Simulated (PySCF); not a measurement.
## Dipole moment and polarisability of SiMe2(NHtBu)2

Compound: SiMe2(NHtBu)2, C₁₀H₂₆N₂Si.
Cartesian coordinates in Å at the PBE0-D3(BJ)/def2-SVP level; atoms count from 1:
```xyz
39
C10H26N2Si angstrom
Si     0.5074   -0.4134    0.8171
C      0.6261   -0.7151    2.6738
H     -0.3731   -0.7424    3.1368
H      1.1953    0.0904    3.1639
H      1.1377   -1.6650    2.9003
C      2.2630   -0.3775    0.1404
H      2.7188   -1.3695    0.2895
H      2.8936    0.3552    0.6676
H      2.2994   -0.1429   -0.9337
N     -0.3797    1.0207    0.3736
C     -0.1043    2.4504    0.4664
C      1.1976    2.7911   -0.2600
C     -1.2559    3.1854   -0.2227
C     -0.0095    2.9138    1.9270
H     -1.3770    0.8297    0.4211
H      1.3592    3.8799   -0.2710
H      2.0672    2.3335    0.2319
H      1.1635    2.4303   -1.2987
H     -1.3352    2.8715   -1.2746
H     -1.1091    4.2756   -0.1926
H     -2.2141    2.9626    0.2754
H      0.8291    2.4166    2.4389
H     -0.9324    2.6605    2.4716
H      0.1470    4.0020    2.0012
N     -0.4665   -1.7357    0.2388
C     -0.6937   -2.2440   -1.1114
C      0.3948   -3.2545   -1.4990
C     -2.0595   -2.9348   -1.1357
C     -0.6981   -1.0953   -2.1186
H     -0.6101   -2.4629    0.9330
H      0.2204   -3.6795   -2.5006
H      1.3848   -2.7739   -1.4971
H      0.4220   -4.0871   -0.7778
H     -2.0884   -3.7655   -0.4113
H     -2.2832   -3.3507   -2.1304
H     -2.8523   -2.2216   -0.8651
H      0.2711   -0.5757   -2.1426
H     -1.4638   -0.3496   -1.8643
H     -0.8997   -1.4810   -3.1293
```

Level: PBE0/def2-SVPD (PySCF), static field, nuclei fixed, core orbitals frozen in the response. The polarisability tensor in these axes (au):

```
x   154.46   1.52   4.50
y     1.52 176.96   6.94
z     4.50   6.94 159.54
```

Diagonalise the tensor; give its mean and Δα, where Δα² is half the sum of the squared differences of the eigenvalues.

Principal values 151.61, 159.62 and 179.73 au; mean 163.65 au = 24.25 Å³ = 26.98 × 10⁻⁴⁰ C²·m²/J; Δα = 25.10 au (15 % of the mean).

What is the dipole moment, and where does it point?

(-0.21, -0.08, 0.08) D, 0.24 D in size, pointing from the negative to the positive side. Measured along this direction, the outermost atoms are H16 and H17 at the negative end and H34 and H36 at the positive end.

Form Σ f/ω² (atomic units) for the 10 lowest TDDFT singlets, given as eV and f, and set it beside the mean polarisability, which is this sum over all singlets: 5.66, 0.0292; 5.78, 0.0285; 6.37, 0.0013; 6.45, 0.0001; 6.52, 0.0030; 6.64, 0.0012; 6.71, 0.0016; 6.82, 0.0062; 6.99, 0.0110; 7.17, 0.0187.

They add up to 1.97 au, 1.2 % of the 163.65 au; the largest single term is 0.68 au, from the state at 5.66 eV. Terms in order: 0.68, 0.63, 0.02, 0.00, 0.05, 0.02, 0.03, 0.10, 0.17, 0.27 au. Higher excitations give the rest. The strengths listed sum to 0.101.

Molar refractivity from α?

Lorentz–Lorenz: R = (4π/3)N_A α = 2.5225 cm³/(mol·Å³) × 24.25 Å³ = 61.2 cm³/mol, in the limit of long wavelengths.

Find the Langevin capture rate constant for NH4+ (18.034 u) meeting this molecule (202.187 u), k = 2.342 × 10⁻⁹ cm³/s × √(α in Å³ / reduced mass in u).

The reduced mass is 16.56 u, so k = 2.83 × 10⁻⁹ cm³/s.

Give the principal axes and the span of the nuclei along them.

Largest value along (0.12, 0.93, 0.35), where the nuclei span 8.70 Å; middle along (0.55, -0.35, 0.75), 6.11 Å; least along (0.82, 0.10, -0.56), 4.53 Å. The response follows the extents in order.

What would n − 1 = 2πNα be for an ideal gas of these molecules at 298.15 K and 1 atm, electronic part alone?

N = p/kT = 2.4615 × 10¹⁹ cm⁻³, so n − 1 = 2π × N × 24.25 × 10⁻²⁴ cm³ = 3751 × 10⁻⁶ at long wavelengths.

Isolated species at its PBE0-D3(BJ)/def2-SVP geometry (one conformer only).
